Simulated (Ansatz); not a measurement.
```yaml
crystal:
  periodic: [false, false, false]
  atoms:
    - {symbol: C, position_ang: [-1.612593, 2.071942, 0.176857]}
    - {symbol: Si, position_ang: [1.279931, 0.771977, 1.373095]}
    - {symbol: B, position_ang: [1.867020, -2.970347, -0.678419]}
    - {symbol: F, position_ang: [3.841703, -4.338441, -0.062404]}
    - {symbol: S, position_ang: [-0.486151, -4.290321, -2.640346]}
    - {symbol: H, position_ang: [-2.062828, 2.364928, -1.869997]}
    - {symbol: H, position_ang: [-1.678320, 4.096674, 0.865701]}
    - {symbol: H, position_ang: [-3.431727, 1.098154, 0.773707]}
    - {symbol: H, position_ang: [1.102377, 0.044335, 3.899060]}
    - {symbol: H, position_ang: [3.386257, 2.012435, 0.686471]}
    - {symbol: H, position_ang: [-2.320085, -2.278906, -2.408911]}
basis:
  gaussian: {orbitals: ANO-RCC-VTZP, fitting: {mean_field: cc-pVTZ-jkfit}}
hamiltonian: {xc: {name: wB97M-V}}
```

```sh
$ ansatz run in.yaml --threads 4 --pin off --events-out ev --progress --plain --max-ram 10444MiB
```

It prints (some lines left out):

```
Functional definition: wB97M-V
659 factors; integrals over basis functions are off by at most 4.7e-1 eV
659 factors; integrals over basis functions are off by at most 4.4e-3 eV
mean field evaluation 1: about -23235.9418 eV, gradient 6.3e1 eV
mean field evaluation 2: about -22762.9706 eV, gradient 2.4e2 eV
mean field evaluation 4: about -23247.9879 eV, gradient 3.0e1 eV
mean field evaluation 8: about -23252.5946 eV, gradient 5.0e0 eV
mean field evaluation 16: about -23252.7330 eV, gradient 7.3e-2 eV
mean field evaluation 32: about -23252.7434 eV, gradient 6.7e-5 eV
mean field -23252.74341074 eV, -854.5225590690 hartree, gradient 9.8e-6 eV, S^2 0.000000; 4 other end points of the search recorded, 0 dependent functions left out
reference -23252.74355953 eV, -854.5225645372 hartree; 28, 28 occupied and 214, 214 virtual orbitals, 659 factors
Total energy: -23252.74355953 eV, -854.5225645372 hartree
Relativity: scalar
```

**Question.** What is wrong with this run?

**Answer.** The coordinates are in bohr but typed as ångström. The run converged. The result belongs to that input, not to the molecule as meant.
